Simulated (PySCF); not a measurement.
Si(H)(F) cation (FHSi), SMILES [SiH]F (connectivity only; charge and spin as stated), charge +1, multiplicity 2.

Geometry: TPSSh-D3(BJ)/def2-TZVPD. The spin state was assumed, not searched. The isomer is the one that the SMILES or the coordinates give; other isomers of the formula were not compared.

Calculation: PySCF with PBE/def2-TZVPD.

The molecule is in vacuum.

```json
{
  "total_energy": "-389.39881 hartree",
  "point_group": "Cs",
  "α spin, highest occupied and lowest empty level": "-14.34 and -11.22 eV",
  "β spin, highest occupied and lowest empty level": "-17.89 and -12.44 eV",
  "dipole_moment_about_the_centre_of_nuclear_charge": "3.55 D",
  "mean_static_polarisability": "21.2 bohr³ (3.14 Å³)",
  "polarisability_principal_values": "19.3, 20.0, 24.3 bohr³",
  "⟨S²⟩": "0.754 (pure state 0.75)"
}
```
